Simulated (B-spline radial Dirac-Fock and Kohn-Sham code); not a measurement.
# Fe⁺ 2p1/2: cross section and angular parameters

System: iron as Fe⁺, [Ar] 3d6 4s1; threshold 742.0 eV (orbital energy of the model). The computed values come from a B-spline atomic structure program: Dirac-Hartree-Slater photoionisation with a Latter tail; cross sections with all multipoles, angular parameters from the dipole term and its interference with E2.

Input file task.json (cfg lists n, l and occupation; rrms is the nuclear radius in fm):

```json
{"items": [{
  "Z": 26,
  "q": 1,
  "cfg": [[1, 0, 2], [2, 0, 2], [2, 1, 6], [3, 0, 2], [3, 1, 6], [3, 2, 6], [4, 0, 1]],
  "A": 56,
  "rrms": 3.7377,
  "do": "xps",
  "hv": [59.9, 60, 65.3, 77.1, 79.4, 80, 81.9, 146.0, 208.0, 220.0, 238.0, 242.0, 254.0, 464.0, 501.0, 504.0, 800, 880.0, 1180.0, 1350.0, 2000, 2970.0, 2984.4, 4000, 4230.0, 4790.0, 6000, 7290.0, 12000]
}]}
```

Launch: `python xray2_run.py task.json out`

```
hν (eV)  σ (kb)      β       γ      δ
    800     375  0.954  -0.105  0.007
    880     295  1.201  -0.091  0.010
   1180     141  1.432   0.097  0.019
   1350    99.2  1.453   0.195  0.023
   2000    33.2  1.413   0.481  0.036
   2970    10.3  1.294   0.756  0.057
 2984.4    10.1  1.292   0.759  0.057
   4000       ?      ?       ?      ?
   4230    3.44  1.150   0.979  0.086
   4790    2.31  1.094   1.052  0.099
   6000    1.11  0.989   1.174  0.127
   7290   0.584  0.897   1.274  0.157
  12000   0.107  0.669   1.502  0.254
```

Question: Give the values at 4000 eV.

Answer: σ = 4.10 kb, β = 1.174, γ = 0.945, δ = 0.080.
